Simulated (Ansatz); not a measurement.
Isomers of Be$_{2}$I$_{5}$⁻ (singlet), relaxed with r2SCAN-D4/def2-SVPD; total energies from Ansatz at PBE-QIDH/def2-TZVPD.

| isomer | description | energy (Eh) |
| --- | --- | --- |
| A | point group D3h; 8 × Be–I 2.31 to 2.52 Å | -1517.75200 |
| B | point group C2v; 7 × Be–I 2.28 to 2.66 Å | -1517.74888 |
| C | point group C2; 6 × Be–I 2.27 to 2.43 Å | -1517.74484 |
| D | point group C2; 6 × Be–I 2.28 to 2.43 Å | -1517.74481 |

In the def2 sets I takes a core potential; there is no spin–orbit coupling. Correlated methods freeze 20 core orbitals; core or outer-core shells of I are correlated, in sets that lack core-valence functions.

The isomers come from a short search, and lower ones may exist.

Question: Work out the relative energies (1 Eh = 2625.5 kJ/mol) and the Boltzmann populations at 298 K from electronic energies alone (R = 8.314 J/mol/K).

Answer: ΔE: A 0.0, B 8.2, C 18.8, D 18.9 kJ/mol. RT = 2.48 kJ/mol. Factors exp(−ΔE/RT): A 1, B 0.0366, C 0.00051, D 0.00049; sum 1.038. Populations: A 96.4 %, B 3.5 %, C 0.0 %, D 0.0 %. Zero-point energy, vibrational entropy and symmetry numbers are left out and can shift these; an error of 4 kJ/mol changes a ratio by a factor of 5.0. Over the other density-functional and correlated levels in def2 sets, the gap between A and B ranges from -2 to 13 kJ/mol.
